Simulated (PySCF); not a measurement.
## Effect of structural changes

Theory: PySCF 2.14.0, TDDFT LC-wPBE/aug-cc-pVDZ circular dichroism and optical rotation, one conformer, gas phase. Geometry: GFN2-xTB.

Each molecule in one low-energy conformer. The parent is COC[C@@H]1C[C@H]1C#N.

The molecule is flexible and this is one conformer; a measurement averages over conformers.

**Question.** How does the specific rotation at 589.3 nm (origin-invariant length gauge) change along this series?
- COC[C@@H]1C[C@H]1C#N (base)
- COC[C@@H]1C[C@@H]1C#N (diastereomer)

**Answer.** 
```tsv
molecule	[α]589 (deg dm⁻¹ (g/mL)⁻¹)	S1 (eV)	R(S1), velocity form (10⁻⁴⁰ esu² cm²)
COC[C@@H]1C[C@H]1C#N	-142.5	7.35	+7.3
COC[C@@H]1C[C@@H]1C#N	+40.4	7.34	+3.6
```
The specific rotation at 589.3 nm (origin-invariant length gauge) is lowest for COC[C@@H]1C[C@H]1C#N and highest for COC[C@@H]1C[C@@H]1C#N.
